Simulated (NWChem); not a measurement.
System: C4H4OS; SMILES C1SC(O1)=C=C

Excerpt of the output:

```
             Northwest Computational Chemistry Package (NWChem) 7.3.0
             --------------------------------------------------------

                             Geometry "geometry" -> ""
                             -------------------------

 Output coordinates in angstroms (scale by  1.889725989 to convert to a.u.)

  No.       Tag          Charge          X              Y              Z
 ---- ---------------- ---------- -------------- -------------- --------------
    1 C                    6.0000     0.13774800    -2.88677000     0.00000000
    2 C                    6.0000    -0.02099400    -1.58668300     0.00000000
    3 C                    6.0000    -0.13942500    -0.28442300     0.00000000
    4 O                    8.0000    -1.28056400     0.47781400     0.00000000
    5 C                    6.0000    -0.66798600     1.75335500     0.00000000
    6 S                   16.0000     1.03253700     1.06414300     0.00000000
    7 H                    1.0000     0.20507900    -3.46241700    -0.93317000
    8 H                    1.0000     0.20507900    -3.46241700     0.93317000
    9 H                    1.0000    -0.91206500     2.33050500    -0.90617500
   10 H                    1.0000    -0.91206500     2.33050500     0.90617500

 Effective nuclear repulsion energy (a.u.)     263.7714791294

  pbe96 is a nonlocal functional; adding pw91lda local functional.
                              NWChem Property Module
                              ----------------------

  itol2e modified to match energy
  convergence criterion.

                                 NWChem DFT Module
                                 -----------------

 Summary of "ao basis" -> "ao basis" (spherical)
 ------------------------------------------------------------------------------
       Tag                 Description            Shells   Functions and Types
 ---------------- ------------------------------  ------  ---------------------
 C                          pcsseg-1                 7       17   3s3p1d
 O                          pcsseg-1                 7       17   3s3p1d
 S                          pcsseg-1                10       24   4s5p1d
 H                          pcsseg-1                 3        5   2s1p

  itol2e modified to match energy
  convergence criterion.

            General Information
            -------------------
          SCF calculation type: DFT
          Wavefunction type:  closed shell.
          No. of atoms     :    10
          No. of electrons :    52
           Alpha electrons :    26
            Beta electrons :    26
          Charge           :     0
          Spin multiplicity:     1
          Use of symmetry is: off; symmetry adaption is: off
          Maximum number of iterations: 150
          AO basis - number of functions:   129
                     number of shells:    57
          Convergence on energy requested:  1.00D-07
          Convergence on density requested:  1.00D-05
          Convergence on gradient requested:  5.00D-04

              XC Information
              --------------
          PerdewBurkeErnzerhof Exchange Functional  1.000
            Perdew 1991 LDA Correlation Functional  1.000 local
           PerdewBurkeErnz. Correlation Functional  1.000 non-local

             Grid Information
             ----------------
          Grid used for XC integration:  fine
          Radial quadrature: Mura-Knowles
          Angular quadrature: Lebedev.
          Tag              B.-S. Rad. Rad. Pts. Rad. Cut. Ang. Pts.
          ---              ---------- --------- --------- ---------
          C                   0.70       70          13.0       590
          O                   0.60       70          12.0       590
          S                   1.00      123          12.0       770
          H                   0.35       60          14.0       590
          Grid pruning is: on
          Number of quadrature shells:   713
          Spatial weights used:  Erf1

      Superposition of Atomic Density Guess
      -------------------------------------

 Sum of atomic energies:        -624.80377018

      Non-variational initial energy
      ------------------------------

 Total energy =    -628.048519
 1-e energy   =   -1380.222772
 2-e energy   =     488.402774
 HOMO         =      -0.213311
 LUMO         =      -0.041184

   convergence    iter        energy       DeltaE   RMS-Dens  Diis-err
 ---------------- ----- ----------------- --------- --------- ---------
 d= 0,ls=0.0,diis     1   -627.5361333701 -8.91D+02  1.20D-02  1.42D+00
 d= 0,ls=0.0,diis     2   -627.3465618687  1.90D-01  9.65D-03  2.75D+00
 d= 0,ls=0.0,diis     3   -627.6137028727 -2.67D-01  4.63D-03  3.13D-01
 d= 0,ls=0.0,diis     4   -627.6346979339 -2.10D-02  2.18D-03  1.64D-01
 d= 0,ls=0.0,diis     5   -627.6560758858 -2.14D-02  4.18D-04  4.29D-03
  Resetting Diis
 d= 0,ls=0.0,diis     6   -627.6563938340 -3.18D-04  2.31D-04  6.98D-04
 d= 0,ls=0.0,diis     7   -627.6564696415 -7.58D-05  2.44D-04  2.10D-04
 d= 0,ls=0.0,diis     8   -627.6563101114  1.60D-04  1.77D-04  1.43D-03
 d= 0,ls=0.0,diis     9   -627.6564958479 -1.86D-04  2.04D-05  5.93D-06
 d= 0,ls=0.0,diis    10   -627.6564965876 -7.40D-07  4.60D-06  5.88D-07
 d= 0,ls=0.0,diis    11   -627.6564966739 -8.62D-08  1.23D-06  3.72D-08

         Total DFT energy =     -627.656496673867
      One electron energy =    -1384.246739746056
           Coulomb energy =      549.779164294919
    Exchange-Corr. energy =      -56.960400352080
 Nuclear repulsion energy =      263.771479129351

 Numeric. integr. density =       52.000003881744

                       DFT Final Molecular Orbital Analysis
                       ------------------------------------

 Vector   24  Occ=2.000000D+00  E=-2.560132D-01
              MO Center=  8.2D-02, -1.8D+00,  1.9D-10, r^2= 3.0D+00
   Bfn.  Coefficient  Atom+Function         Bfn.  Coefficient  Atom+Function
  ----- ------------  ---------------      ----- ------------  ---------------
     7      0.312557   1 C  px               24      0.287304   2 C  px
    10      0.249944   1 C  px               27      0.210611   2 C  px
     4      0.148705   1 C  px              100      0.142783   6 S  py
    99      0.141066   6 S  px               21      0.136145   2 C  px
    58      0.129770   4 O  px              102      0.123549   6 S  px

 Vector   25  Occ=2.000000D+00  E=-2.471203D-01
              MO Center=  2.5D-01,  6.8D-01, -5.9D-10, r^2= 2.7D+00
   Bfn.  Coefficient  Atom+Function         Bfn.  Coefficient  Atom+Function
  ----- ------------  ---------------      ----- ------------  ---------------
   101      0.441227   6 S  pz              104      0.402268   6 S  pz
    63     -0.297774   4 O  pz               60     -0.281552   4 O  pz
    57     -0.150151   4 O  pz               43      0.114275   3 C  pz
    95     -0.113225   6 S  pz               92     -0.105931   6 S  pz
    46      0.086880   3 C  pz               26      0.082756   2 C  pz

 Vector   26  Occ=2.000000D+00  E=-1.819496D-01
              MO Center=  7.8D-02, -4.0D-01,  1.1D-10, r^2= 4.1D+00
   Bfn.  Coefficient  Atom+Function         Bfn.  Coefficient  Atom+Function
  ----- ------------  ---------------      ----- ------------  ---------------
   104     -0.323873   6 S  pz              101     -0.310316   6 S  pz
    26      0.300314   2 C  pz               29      0.299974   2 C  pz
    63     -0.201220   4 O  pz               43      0.194244   3 C  pz
    60     -0.187848   4 O  pz               23      0.143073   2 C  pz
   110      0.139577   7 H  s               115     -0.139577   8 H  s

 Vector   27  Occ=0.000000D+00  E=-7.515500D-02
              MO Center=  2.6D-01, -8.6D-01,  3.9D-11, r^2= 5.1D+00
   Bfn.  Coefficient  Atom+Function         Bfn.  Coefficient  Atom+Function
  ----- ------------  ---------------      ----- ------------  ---------------
   103      0.523077   6 S  py               10     -0.455239   1 C  px
    37      0.352004   3 C  s                71     -0.303876   5 C  s
    27      0.297703   2 C  px               89     -0.291710   6 S  s
    44      0.278549   3 C  px                7     -0.276738   1 C  px
   100      0.266107   6 S  py               45      0.256500   3 C  py

 Vector   28  Occ=0.000000D+00  E=-5.547239D-02
              MO Center=  3.5D-01,  6.3D-01, -5.7D-11, r^2= 4.4D+00
   Bfn.  Coefficient  Atom+Function         Bfn.  Coefficient  Atom+Function
  ----- ------------  ---------------      ----- ------------  ---------------
    71      0.789445   5 C  s               103     -0.635669   6 S  py
    78      0.551815   5 C  px              102      0.387662   6 S  px
    37     -0.383876   3 C  s                45     -0.337244   3 C  py
    75      0.279976   5 C  px               27      0.266765   2 C  px
    10     -0.249018   1 C  px              100     -0.244964   6 S  py

[...]

          -----------------------------------------
          Chemical Shielding Tensors (GIAO, in ppm)
          -----------------------------------------

                                NWChem CPHF Module
                                ------------------

  scftype          =     RHF
  nclosed          =       26
  nopen            =        0
  variables        =     2678
  # of vectors     =        3
  tolerance        = 0.10D-03
  level shift      = 0.00D+00
  max iterations   =       50
  max subspace     =       30

 SCF residual:    9.9980016888686713E-005

Iterative solution of linear equations
  No. of variables     2678
  No. of equations        3
  Maximum subspace       30
        Iterations       50
       Convergence  1.0D-04

   iter   nsub   residual    time
   ----  ------  --------  ---------
     1      3    8.98D-05     132.4

      Atom:    1  C
        Diamagnetic
    254.1188     -2.4235      0.0000
     -2.4235    269.2623     -0.0000
      0.0000     -0.0000    268.0935

        Paramagnetic
    -95.8664     10.2486     -0.0000
     10.2486   -205.2470      0.0000
     -0.0000      0.0000   -274.4185

        Total Shielding Tensor
    158.2523      7.8251     -0.0000
      7.8251     64.0153      0.0000
     -0.0000      0.0000     -6.3250

           isotropic =      71.9809
          anisotropy =     130.3752

          Principal Components and Axis System
                 1           2           3
              158.8977     63.3700     -6.3250

      1         0.9966     -0.0822      0.0000
      2         0.0822      0.9966     -0.0000
      3        -0.0000      0.0000      1.0000

      Atom:    2  C
        Diamagnetic
    233.6186     -6.1336     -0.0000
     -6.1336    290.2749      0.0000
     -0.0000      0.0000    230.4252

        Paramagnetic
   -211.1547     16.0022      0.0000
     16.0022   -387.8890     -0.0000
      0.0000     -0.0000   -274.5408

        Total Shielding Tensor
     22.4638      9.8686     -0.0000
      9.8686    -97.6141      0.0000
     -0.0000      0.0000    -44.1156

           isotropic =     -39.7553
          anisotropy =     -87.9967

          Principal Components and Axis System
                 1           2           3
              -98.4198    -44.1156     23.2695

      1        -0.0814      0.0000      0.9967
      2         0.9967      0.0000      0.0814
      3        -0.0000      1.0000     -0.0000

      Atom:    3  C
        Diamagnetic
    271.6381      1.5449      0.0000
      1.5449    270.7152      0.0000
      0.0000      0.0000    244.8718

        Paramagnetic
   -266.8249    -20.2441     -0.0000
    -20.2441   -271.6740     -0.0000
     -0.0000     -0.0000   -145.1301

        Total Shielding Tensor
      4.8132    -18.6992     -0.0000
    -18.6992     -0.9588      0.0000
     -0.0000      0.0000     99.7416

           isotropic =      34.5320
          anisotropy =      97.8145

          Principal Components and Axis System
                 1           2           3
               99.7416     20.8478    -16.9934

      1        -0.0000      0.7591      0.6509
      2         0.0000     -0.6509      0.7591
      3         1.0000      0.0000      0.0000

      Atom:    4  O
        Diamagnetic
    399.3718     -8.9869     -0.0000
     -8.9869    412.5437     -0.0000
     -0.0000     -0.0000    378.6113

        Paramagnetic
   -155.7604     17.4026      0.0000
     17.4026   -206.7976      0.0000
      0.0000      0.0000   -266.0070

        Total Shielding Tensor
    243.6114      8.4157      0.0000
      8.4157    205.7462      0.0000
      0.0000      0.0000    112.6043

           isotropic =     187.3206
          anisotropy =      87.1154

          Principal Components and Axis System
                 1           2           3
              245.3975    203.9600    112.6043

      1         0.9782     -0.2076     -0.0000
      2         0.2076      0.9782     -0.0000
      3         0.0000      0.0000      1.0000

      Atom:    5  C
        Diamagnetic
    250.5913      2.4050     -0.0000
      2.4050    253.9432      0.0000
     -0.0000      0.0000    237.7133

        Paramagnetic
   -140.0166     36.2398     -0.0000
     36.2398   -150.0677     -0.0000
     -0.0000     -0.0000   -136.8783

        Total Shielding Tensor
    110.5747     38.6448     -0.0000
     38.6448    103.8756     -0.0000
     -0.0000     -0.0000    100.8349

           isotropic =     105.0951
          anisotropy =      61.3797

          Principal Components and Axis System
                 1           2           3
              146.0149    100.8349     68.4354

      1         0.7370      0.0000     -0.6759
      2         0.6759      0.0000      0.7370
      3        -0.0000      1.0000     -0.0000

      Atom:    6  S
        Diamagnetic
   1059.6367      2.1207      0.0000
      2.1207   1057.3633     -0.0000
      0.0000     -0.0000   1045.3209

        Paramagnetic
   -998.3541   -168.6720     -0.0000
   -168.6720   -255.1536     -0.0000
     -0.0000     -0.0000   -919.1055

        Total Shielding Tensor
     61.2826   -166.5513     -0.0000
   -166.5513    802.2096     -0.0000
     -0.0000     -0.0000    126.2154

           isotropic =     329.9025
          anisotropy =     762.0361

          Principal Components and Axis System
                 1           2           3
              837.9266    126.2154     25.5656

      1        -0.2097     -0.0000      0.9778
      2         0.9778     -0.0000      0.2097
      3        -0.0000      1.0000      0.0000

      Atom:    7  H
        Diamagnetic
     21.1524     -1.4540     -1.1052
     -1.4540     32.4489      8.8455
     -1.1052      8.8455     34.2868

        Paramagnetic
      2.0945      0.8218      1.1382
      0.8218     -5.6726     -7.6777
      1.1382     -7.6777     -9.8094

        Total Shielding Tensor
     23.2469     -0.6323      0.0330
     -0.6323     26.7763      1.1678
      0.0330      1.1678     24.4773

           isotropic =      24.8335
          anisotropy =       3.7677

          Principal Components and Axis System
                 1           2           3
               27.3453     24.0698     23.0855

      1        -0.1386      0.2844      0.9486
      2         0.9178     -0.3230      0.2309
      3         0.3721      0.9026     -0.2163

      Atom:    8  H
        Diamagnetic
     24.4793     -3.0332      3.2638
     -3.0332     30.6554     -8.5092
      3.2638     -8.5092     30.6136

        Paramagnetic
     -0.1709      1.3566     -2.7338
      1.3566     -2.9527      5.9860
     -2.7338      5.9860     -5.3529

        Total Shielding Tensor
     24.3083     -1.6766      0.5300
     -1.6766     27.7027     -2.5232
      0.5300     -2.5232     25.2607

           isotropic =      25.7572
          anisotropy =       6.0852

          Principal Components and Axis System
                 1           2           3
               29.8140     24.1540     23.3037

      1        -0.2969      0.7119      0.6365
      2         0.8202     -0.1513      0.5517
      3        -0.4891     -0.6858      0.5390
```

Level: PBE/pcSseg-1, GIAO. Geometry: optimised at PBE0/def2-SVP. The output numbers the shielded atoms by their place in the input's list. The printed shielding anisotropy is the first printed principal value minus the mean of the other two.

Problem. Which NWChem input produces such a log?

Solution. One answer among several that fit: the input that was run:
```
start job
memory heap 200 mb stack 900 mb global 1100 mb
geometry units angstroms noautosym nocenter noautoz
  C      0.137748    -2.886770     0.000000
  C     -0.020994    -1.586683     0.000000
  C     -0.139425    -0.284423     0.000000
  O     -1.280564     0.477814     0.000000
  C     -0.667986     1.753355     0.000000
  S      1.032537     1.064143     0.000000
  H      0.205079    -3.462417    -0.933170
  H      0.205079    -3.462417     0.933170
  H     -0.912065     2.330505    -0.906175
  H     -0.912065     2.330505     0.906175
end
basis spherical
  * library pcsseg-1
end
dft
  xc xpbe96 cpbe96
  iterations 150
end
property
  shielding 8 1 2 3 4 5 6 7 9
end
task dft property
```
